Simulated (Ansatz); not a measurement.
`O[Si](F)([SiH3])Cl` and `O[Si]([SiH3])(S)Cl` differ in one atom or group.

Ansatz, PBE0-D4/def2-TZVP geometries, multiplicity 1. Each molecule was computed in one conformer, which needn't be the lowest.

```tsv
property	`O[Si](F)([SiH3])Cl`
LUMO energy (PBE/def2-TZVPP) / eV	-1.01
LUMO energy (B3LYP/def2-TZVPP) / eV	-0.33
size of the dipole moment (ωB97M-V/def2-TZVPP) / D	1.03
zero-point energy (PBE0-D4/def2-TZVP) / kJ/mol	116.2
HOMO energy (ωB97M-V/def2-TZVPP) / eV	-10.80
LUMO energy (ωB97M-V/def2-TZVPP) / eV	1.64
```

(1) Give the same properties after the change, and the shifts. (An estimate is asked.)

Results:

(1) Computed: 
| property | `O[Si]([SiH3])(S)Cl` | shift |
| --- | --- | --- |
| LUMO energy (PBE/def2-TZVPP) / eV | -1.39 | -0.38 |
| LUMO energy (B3LYP/def2-TZVPP) / eV | -0.70 | -0.37 |
| size of the dipole moment (ωB97M-V/def2-TZVPP) / D | 0.45 | -0.58 |
| zero-point energy (PBE0-D4/def2-TZVP) / kJ/mol | 134.6 | 18.4 |
| HOMO energy (ωB97M-V/def2-TZVPP) / eV | -9.76 | 1.04 |
| LUMO energy (ωB97M-V/def2-TZVPP) / eV | 1.33 | -0.31 |

With PBE0 the HOMO rises by 1.07 eV and the LUMO falls by 0.36 eV, so the gap narrows by about 1.43 eV. PBE moves the HOMO by 1.02 eV and ωB97M-V by 1.04 eV. The zero-point energy changes by 18.4 kJ/mol with +3 modes. Dipoles are sizes alone; their direction can turn.

B3LYP here is the variant with VWN-RPA as its local correlation; programs differ in this.
